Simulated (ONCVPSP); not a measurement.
**Potentials for C compared**

Generated with ld1.x 7.5 (TM, RRKJ, ultrasoft, PAW), atompaw 4.2 or ONCVPSP 4.0.1. The cutoff is in Ry: for ld1.x and atompaw files where the sum of valence levels is converged to 10 mRy in a Bessel basis, for ONCV files where the hardest occupied wave has 1 mHa per electron of residual kinetic energy. The error is the largest all-electron minus pseudo excitation energy over each file’s own four to seven test configurations (ionisations up to +4, promotions, holes and added fractions of an electron), all of which were solved. The labels leave out finer settings (local radius, basis sizes, second energies), which also bear on the numbers. Spin-polarised tests are not counted. The rows are a selection from randomly drawn settings: files with unsolved tests, undetermined cutoffs or missed reference levels are left out.

A true bound ghost makes a file unfit for plane-wave use even where its test errors are small: the radial tests pick states by their node count and pass the ghost by.

| potential | cutoff (Ry) | largest error (meV) | bound ghosts |
| --- | --- | --- | --- |
| ONCV, LDA (Perdew-Wang 92), non-relativistic, rc 1.15/1.90 (sp), local smoothed, core correction yes, reference 2s2 2p1, qcut 6.2/9.1, projectors 2/1 | 40 | +110 | none |
| ONCV, PBE, scalar-relativistic, rc 0.85/1.35/1.50 (spd), local smoothed, core correction yes, reference 2s2 2p1, qcut 7.3/6.8/6, projectors 3/2/2 | 62 | +67 | s, d |
| ONCV, PBE, scalar-relativistic, rc 0.85/1.70/1.75 (spd), local smoothed, core correction yes, reference 2s2 2p1, qcut 7.5/6.5/4.8, projectors 2/2/2 | 372 | +266 | s |
| ONCV, PBEsol, scalar-relativistic, rc 1.10/1.90 (sp), local s, core correction no, reference 2s2 2p2, qcut 6.8/5.9, projectors 0/2 | 39 | +620 | none |
| ONCV, PBEsol, scalar-relativistic, rc 0.80/2.85/2.85 (spd), local smoothed, core correction no, reference 2s2 2p1, qcut 9/4/3.2, projectors 2/2/2 | 40 | +1366 | s, p |
| ONCV, PBE, scalar-relativistic, rc 1.15/1.75 (sp), local s, core correction yes, reference 2s2 2p2, qcut 6.3/6.2, projectors 0/2 | 37 | +590 | none |
| ONCV, PBE, scalar-relativistic, rc 1.05/3.15/2.80 (spd), local s, core correction no, reference 2s1.5 2p2.5, qcut 6/3.5/3, projectors 0/2/2 | 40 | +2803 | none |
| ONCV, LDA (Perdew-Wang 92), scalar-relativistic, rc 1.10/2.40 (sp), local smoothed, core correction yes, reference 2s2 2p2, qcut 5.1/6.4, projectors 1/1 | 75 | +1078 | none |

**Question.** Fill in the row for C: ONCV, PBE, scalar-relativistic, rc 0.95/3.25 (sp), local smoothed, core correction yes, reference 2s1.5 2p2.5, qcut 6.3/4.6, projectors 3/2.

**Answer.** cutoff 47 Ry, largest error +1897 meV, bound ghosts: s, p.
